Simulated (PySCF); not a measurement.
Nickel: a sound run and one with changed settings

Sound run: Ni [Ar] 3d8 4s2, Ni⁺ [Ar] 3d9. All numbers are calculated (PySCF 2.14, the spin-free X2C one-electron Hamiltonian (Gaussian nucleus), in x2c-TZVPall). In the sound run the correlated levels freeze [Ar]. The sound run starts from symmetry-adapted Hartree-Fock orbitals and uses a fine grid where one is needed.

Changed run: no relativity, point nucleus. This setting is unsound on purpose.

```csv
species,method,sound run (hartree),changed run (hartree),converged
Ni,UHF,-1519.08742,-1502.35672,yes
Ni,M06-2X,-1520.55439,-1503.83422,yes
Ni,MP2,-1519.35057,-1502.61499,yes
Ni⁺,UHF,-1518.78573,-1502.08178,yes
Ni⁺,M06-2X,-1520.26799,-1503.57441,yes
Ni⁺,MP2,-1519.09365,-1502.38611,yes
```

Ionisation energy of Ni:

```csv
method,sound run (eV),changed run (eV)
UHF,8.209,7.481
M06-2X,7.793,7.070
TPSS,7.683,6.855
MP2,6.991,6.228
SCS-MP2,7.220,6.466
```

Most of the change in total energy is the relativistic energy itself. On top of that the contraction fixes the core shape for the Hamiltonian it was made with, so the changed run is not a good calculation with the other Hamiltonian either.

For comparison, NIST gives 7.640 eV between the lowest levels.
